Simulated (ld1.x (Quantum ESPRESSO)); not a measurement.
# Varying the TM potential for bromine (Br)

Base potential:

* Element: Br
* Generator: ld1.x (Quantum ESPRESSO) 7.5
* Type: norm-conserving Troullier–Martins (Kleinman–Bylander form)
* Functional: LDA (PZ)
* Relativity: fully relativistic
* Frozen core: [Ar] 3d10
* Valence charge: 7
* Reference configuration: 4s2 4p5
* Partial waves: 4p (bound): rc 1.50 bohr; 4d channel at 0.35 Ry: rc 1.30 bohr; 4s (bound): rc 1.30 bohr
* Local potential: the s channel
* Core correction: Bessel-smoothed model core inside 0.90 bohr

Open shells are filled in proportion to 2j + 1 (rel_dist='average').

All-electron outer shells of the reference configuration (LDA (PZ), scalar-relativistic, ld1.x):

```csv
shell,level (eV),outermost node (bohr),outermost maximum (bohr)
3p,-173.21,0.21,0.48
3d,-67.00,–,0.43
4s,-20.32,0.67,1.41
4p,-8.01,0.70,1.66
```

Cutoffs, loose and tight: the cutoffs (Ry, on a coarse ladder) from which the occupation-weighted sum of valence levels, in a spherical-Bessel basis at the reference potential, stays within 10 and 1 mRy of its value at 400 Ry. They do not see the model core or the augmentation charge, which bear on the density cutoff. Test errors are all-electron minus pseudo excitation energies from the reference, over the configurations 4s2 4p4; 4s2 4p3; 4s2 4p2; 4s1 4p6; 4s1 4p5; 4s2 4p4.5; 4s2 4p5.3. A dash means not determined; rows that change the core or the reference have their own tests. The largest error is taken over the tests solved by every variant that gives reliable tests at all: 4s1 4p5; 4s1 4p6; 4s2 4p2; 4s2 4p3; 4s2 4p4; 4s2 4p4.5.

A true bound ghost makes a file unfit for plane-wave use even where its test errors are small: the radial tests pick states by their node count and pass the ghost by.

| change | outcome | cutoff, loose | cutoff, tight | bound ghosts | largest test error (meV) |
| --- | --- | --- | --- | --- | --- |
| base | generated | 50 Ry | 90 Ry | d5/2, d3/2 | +12 |
| all radii but the core radius scaled by about 0.77 (s 1.00, p 1.14, d 1.00 bohr) | generated | 230 Ry | over 300 Ry | p3/2, p1/2 | -190 |
| all radii but the core radius scaled by about 0.83 (s 1.08, p 1.24, d 1.08 bohr) | generated | 120 Ry | 300 Ry | p3/2, d3/2, d5/2 | -9.5 |
| all radii but the core radius scaled by about 0.93 (s 1.20, p 1.40, d 1.20 bohr) | generated | 55 Ry | 120 Ry | p3/2, d5/2, d3/2 | -4.8 |
| all radii but the core radius scaled by about 1.08 (s 1.40, p 1.62, d 1.40 bohr) | generated | 45 Ry | 70 Ry | d5/2, d3/2 | +19 |
| all radii but the core radius scaled by about 1.16 (s 1.50, p 1.74, d 1.50 bohr) | generated | 45 Ry | 70 Ry | d5/2, d3/2 | +17 |
| all radii but the core radius scaled by about 1.23 (s 1.60, p 1.84, d 1.60 bohr) | generated | 45 Ry | 60 Ry | d5/2, d3/2 | +6.0 |
| all radii but the core radius scaled by about 1.32 (s 1.72, p 1.98, d 1.72 bohr) | generated | 40 Ry | 55 Ry | d5/2, d3/2, p3/2 | -12 |
| all radii but the core radius scaled by about 1.39 (s 1.80, p 2.08, d 1.80 bohr) | generated | 35 Ry | 50 Ry | p3/2 | -40 |

Reading the sweep of the scale of all radii but the core radius (base = 1) (base included, trends over the rows without a ghost): Bound ghosts are found at 0.77, 0.83, 0.93, 1, 1.08, 1.16, 1.23, 1.32, 1.39. Every judged row has one, so this setting neither creates nor removes them.
